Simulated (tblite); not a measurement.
Species: C5H16FNSi2.
Numbering: `[CH3:1][NH:2][C:3]([CH3:4])([CH3:5])[SiH2:6][Si@@H:7]([CH3:8])[F:9]` (hydrogens: H10, H11, H12 on C1; H13 on N2; H14, H15, H16 on C4; H17, H18, H19 on C5; H20, H21 on Si6; H22 on Si7; H23, H24, H25 on C8)

Computed with GFN2-xTB (tblite), gas phase: L-BFGS steps from a force-field or distance-geometry start until the largest atomic force falls under 0.01 eV/Å.

Step 209: E = -816.9289 eV
```
atom  x, y, z in Å  |  force x, y, z in eV/Å
C1     -1.0684    1.7662    0.0122   -0.002   0.017   0.013
N2     -1.0808    0.4492   -0.5877    0.019   0.021  -0.013
C3     -1.0246   -0.6930    0.3284    0.005   0.000  -0.014
C4     -2.0867   -0.6485    1.4292    0.003   0.005  -0.005
C5     -1.2619   -1.9393   -0.5251    0.005  -0.004  -0.007
Si6     0.7654   -0.7563    1.0325    0.012   0.014  -0.008
Si7     2.2053   -0.1281   -0.6547    0.063   0.008  -0.031
C8      3.0061    1.5848   -0.4400   -0.006  -0.021   0.014
F9      3.4651   -1.1604   -0.5705   -0.043   0.026  -0.009
H10    -1.9652    2.0031    0.6013   -0.010   0.002   0.006
H11    -0.2002    1.8609    0.6640    0.003  -0.018  -0.003
H12    -0.9817    2.5077   -0.7837   -0.002  -0.025  -0.005
H13    -1.8999    0.3676   -1.1862    0.006   0.001   0.009
H14    -1.9017    0.1681    2.1234   -0.008  -0.019   0.000
H15    -3.0835   -0.5227    1.0023   -0.004  -0.004   0.003
H16    -2.0704   -1.5808    1.9881    0.002   0.028   0.023
H17    -1.1563   -2.8398    0.0747   -0.010   0.001  -0.003
H18    -0.5482   -1.9828   -1.3450   -0.009   0.015  -0.004
H19    -2.2680   -1.9276   -0.9479    0.006  -0.011  -0.004
H20     0.8455    0.0932    2.2387    0.001   0.011   0.007
H21     0.9732   -2.1117    1.5697    0.000  -0.016   0.007
H22     1.7884   -0.2982   -2.0491    0.018  -0.002   0.037
H23     3.7644    1.7578   -1.2001   -0.027   0.001   0.004
H24     3.4983    1.6706    0.5272   -0.048  -0.004  -0.021
H25     2.2744    2.3842   -0.5140    0.027  -0.026   0.004
```

Step 210: E = -816.9292 eV
```
atom  x, y, z in Å  |  force x, y, z in eV/Å
C1     -1.0646    1.7655    0.0132    0.004   0.027   0.015
N2     -1.0785    0.4489   -0.5875    0.013   0.029  -0.002
C3     -1.0244   -0.6937    0.3285   -0.008  -0.006  -0.020
C4     -2.0869   -0.6476    1.4293    0.005   0.003  -0.008
C5     -1.2644   -1.9393   -0.5258    0.005  -0.004  -0.008
Si6     0.7663   -0.7591    1.0315   -0.002   0.001  -0.007
Si7     2.2071   -0.1291   -0.6535    0.054   0.013  -0.026
C8      3.0012    1.5868   -0.4414   -0.003  -0.011   0.011
F9      3.4697   -1.1562   -0.5652   -0.025   0.012  -0.006
H10    -1.9620    2.0059    0.6007   -0.001  -0.007  -0.002
H11    -0.1971    1.8578    0.6662    0.002  -0.018   0.004
H12    -0.9731    2.5071   -0.7822   -0.007  -0.024  -0.007
H13    -1.8979    0.3696   -1.1855    0.001  -0.006   0.002
H14    -1.9021    0.1692    2.1229   -0.003  -0.008   0.002
H15    -3.0844   -0.5224    1.0034    0.005  -0.006   0.000
H16    -2.0697   -1.5788    1.9898    0.001   0.019   0.022
H17    -1.1612   -2.8406    0.0733   -0.006   0.003   0.001
H18    -0.5502   -1.9839   -1.3453   -0.012   0.016  -0.002
H19    -2.2705   -1.9262   -0.9492    0.014  -0.004  -0.001
H20     0.8462    0.0879    2.2387    0.003   0.017   0.017
H21     0.9726   -2.1157    1.5670    0.001  -0.013   0.005
H22     1.7941   -0.3057   -2.0475    0.012   0.000   0.023
H23     3.7593    1.7621   -1.2009   -0.017  -0.005  -0.005
H24     3.4921    1.6782    0.5257   -0.046  -0.010  -0.013
H25     2.2673    2.3834   -0.5185    0.012  -0.017   0.005
```

Problem. Estimate the geometry and energy of step 211. (The exact step hangs on the optimiser's Hessian estimate; all steps are aligned on step 210, rigid shifts and turns removed.)

Solution. E = -816.9297 eV, largest force 0.054 eV/Å
```
atom  x, y, z in Å  |  force x, y, z in eV/Å
C1     -1.0562    1.7665    0.0193    0.008   0.022   0.011
N2     -1.0729    0.4517   -0.5856   -0.010   0.023   0.011
C3     -1.0236   -0.6939    0.3275   -0.015  -0.006  -0.019
C4     -2.0870   -0.6475    1.4279   -0.002  -0.003   0.005
C5     -1.2672   -1.9367   -0.5303    0.002   0.003  -0.005
Si6     0.7671   -0.7649    1.0312   -0.015  -0.016  -0.001
Si7     2.2124   -0.1355   -0.6495    0.049   0.002  -0.023
C8      2.9873    1.5901   -0.4491   -0.008   0.001  -0.007
F9      3.4843   -1.1490   -0.5405   -0.022   0.012  -0.007
H10    -1.9533    2.0103    0.6065    0.006  -0.020  -0.009
H11    -0.1888    1.8530    0.6724    0.007  -0.012   0.019
H12    -0.9601    2.5088   -0.7743   -0.010  -0.010  -0.015
H13    -1.8933    0.3771   -1.1830    0.003  -0.010  -0.003
H14    -1.9013    0.1665    2.1246    0.001  -0.001  -0.007
H15    -3.0853   -0.5193    1.0031    0.028  -0.011   0.001
H16    -2.0714   -1.5794    1.9881   -0.002   0.023   0.005
H17    -1.1664   -2.8402    0.0654    0.001   0.003   0.006
H18    -0.5539   -1.9798   -1.3505   -0.009   0.013  -0.004
H19    -2.2737   -1.9210   -0.9532    0.014   0.004  -0.001
H20     0.8481    0.0805    2.2389    0.002   0.023   0.025
H21     0.9678   -2.1224    1.5686    0.001  -0.003  -0.004
H22     1.8108   -0.3347   -2.0437    0.012   0.006   0.021
H23     3.7422    1.7700   -1.2098    0.004  -0.013  -0.017
H24     3.4769    1.6948    0.5166   -0.037  -0.015   0.007
H25     2.2463    2.3789   -0.5330   -0.010  -0.013   0.010
```

The energy changes by -0.0005 eV. The first-order estimate −F·Δx gives -0.0008 eV and the mean of the old and new forces, exact on a quadratic surface, -0.0005 eV. The step makes an angle of 85° with the force vector and moves no atom by more than 0.034 Å.

The cost below is that of the whole relaxation. Time: 5.2 s. Hardware: an Arm Neoverse N1 with one thread, on a shared host.
